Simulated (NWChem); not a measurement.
fluoroethane (C$_{2}$H$_{5}$F); SMILES C(F)C

```xyz
8

C      0.2732    -1.1755     0.0000
C     -0.5421     0.0914     0.0000
F      0.2829     1.1906     0.0000
H     -0.3845    -2.0581     0.0000
H      0.9163    -1.2235    -0.8914
H      0.9163    -1.2235     0.8914
H     -1.1904     0.1470     0.8925
H     -1.1904     0.1470    -0.8925
```
Atoms are numbered in this order, from 1.

Results from NWChem. Pople sets run with spherical d functions. Coordinates come from a PBE0/def2-SVP optimisation.

Q: What does the run give for B3LYP/6-31+G*? Quantities: highest occupied level (eV); orbital gap (eV); dipole (D).

A: 
| Item | Result |
|---|---|
| highest occupied level (eV) | -9.15 |
| orbital gap (eV) | 9.48 |
| dipole (D) | 1.99 |
